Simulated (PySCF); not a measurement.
## Electron correlation in Co+ (cobalt, charge +1)

[Ar] 3d8, high-spin 3F determinant. Calculation: PySCF 2.14, in aug-cc-pVTZ-DK (8s7p5d3f2g, 93 functions); the spin-free X2C one-electron Hamiltonian (Gaussian nucleus). Frozen: [Ar]; 8 electrons correlated.

```tsv
level	correlation energy (mhartree)
CCSD	-267.71
(T)	-10.38
CCSD(T)	-278.09
```

Diagnostics: T1 = 0.014, D1 = 0.0203, largest double amplitude 0.024.

**Question.** Is a single reference adequate?

**Answer.** Yes: T1 lies below 0.03 and no double amplitude reaches 0.07.
